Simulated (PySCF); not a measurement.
## Working out the ionisation energy of As²⁺

As²⁺ [Ar] 3d10 4s2 4p1 (2P) → As³⁺ [Ar] 3d10 4s2 (1S). Calculation: PySCF 2.14, in cc-pVTZ-PP with ECP10MDF; a scalar-relativistic core potential. Frozen: 3s2 3p6 3d10. Energies in hartree (1 hartree = 27.21139 eV):

```csv
part,As²⁺ (lower),As³⁺ (upper)
UHF,-330.203171,-329.193489
CCSD correlation,-0.054539,-0.042046
(T),-0.000724,0.000000
```

Question: What does Hartree-Fock give?

Answer: (-329.193489) − (-330.203171) = 1.009682 hartree = 27.475 eV.

Question: What do CCSD and CCSD(T) give?

Answer: The CCSD correlation energies differ by 0.012493 hartree = 0.340 eV and the triples by 0.000724 hartree = 0.020 eV, so CCSD gives 27.815 eV and CCSD(T) 27.835 eV.

Reference: 28.349 ± 0.012 eV (measured; NIST Atomic Spectra Database, ionization energies), between the lowest levels; spin-orbit coupling is absent from the calculation.

What remains against the reference includes basis incompleteness, the frozen core and higher excitations.
